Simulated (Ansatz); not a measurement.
Te₂Pt, relaxed as a quintet with UKS PBE0-D4/def2-TZVP in Ansatz, starting from the PBE0-D4/def2-TZVP geometry of the neutral singlet. Force threshold 0.02 eV/Å.

In the def2 sets Pt, Te take a core potential; there is no spin–orbit coupling. At PBE0-D4/def2-TZVP a triplet of charge 0 lies 1.63 eV below the quintet, each at its own geometry. The structure comes from a short search, and lower isomers may exist.

Start:

```csv
atom,x (Å),y (Å),z (Å)
Pt1,-0.296,1.106,0.880
Te2,-1.089,-0.470,-0.959
Te3,1.384,-0.636,0.080
```

Task: Estimate the energy that the relaxation releases and the steps that it takes.

Result: 2.2 kJ/mol, in 5 steps; 28 s on 2 threads of Arm Neoverse V2 on a shared host. No frequencies were taken in this run, so the end may be a saddle point.

Task: Does the start keep its bonding and symmetry?

Result: By distances, no bond broke or formed. The bond that changes most is Pt1–Te2, from 2.55 to 2.60 Å (atoms count from 1). Point group C2v at the start, C2v at the end, both within 0.05 Å.

Task: Predict the relaxed structure.

Result: 
Cartesian coordinates in Å:
```
Pt -0.304 1.138 0.906
Te -1.087 -0.486 -0.974
Te 1.391 -0.652 0.068
```
Bond lengths: 2 × Pt–Te 2.60 Å; 1 × Te–Te 2.69 Å.
